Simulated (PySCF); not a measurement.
## Pr(SH)3: from a saddle point downhill

PySCF 2.14.0, RKS PBE0, Pr lcecp-1-SVP with ECP48, S def2-SVP, H def2-SVP; non-relativistic Hamiltonian with scalar-relativistic core potentials where named; density fitting; no spin-orbit coupling. Relaxed within the symmetry of its start, the geometry (C3v) is

```xyz
7

Pr    0.0000    0.0000   -0.4206
S     2.4817    0.0000    0.5592
H     2.1146    0.0000    1.8608
S    -1.2409    2.1493    0.5592
H    -1.0573    1.8313    1.8608
S    -1.2409   -2.1492    0.5592
H    -1.0573   -1.8313    1.8608
```

and its lowest harmonic modes are -271, -170, -170, 72, 81, 81 cm⁻¹ (negative: unstable). It was moved along the lowest mode and relaxed again, within the group C3 that the move left.

Problem. Where does it end, and how much lower?

Solution. In C3, 0.349 eV lower, after 29 steps:
```xyz
7

Pr    0.0000    0.0000    0.8657
S     2.6390   -0.3950    0.9914
H     2.9658    0.9190    0.9999
S    -0.9774    2.4829    0.9914
H    -2.2788    2.1090    0.9999
S    -1.6616   -2.0879    0.9914
H    -0.6871   -3.0280    0.9999
```

Problem. How do the contacts change?

Solution. 
| contact | saddle (Å) | end (Å) |
| --- | --- | --- |
| Pr1–S2 (SH) | 2.668 | 2.671 |
| Pr1–S4 (SH) | 2.668 | 2.671 |
| Pr1–S6 (SH) | 2.668 | 2.671 |


Problem. Is the end a minimum?

Solution. Yes, as far as the noise of the softest modes lets one tell (those above −25 cm⁻¹ count as noise); lowest modes 17, 63, 63, 192, 208, 208 cm⁻¹.

An lcecp potential fixes the number of 4f electrons, so in runs with it no electron can move into or out of that shell.

State: singlet in the valence, with the 4f electrons in the core potential.
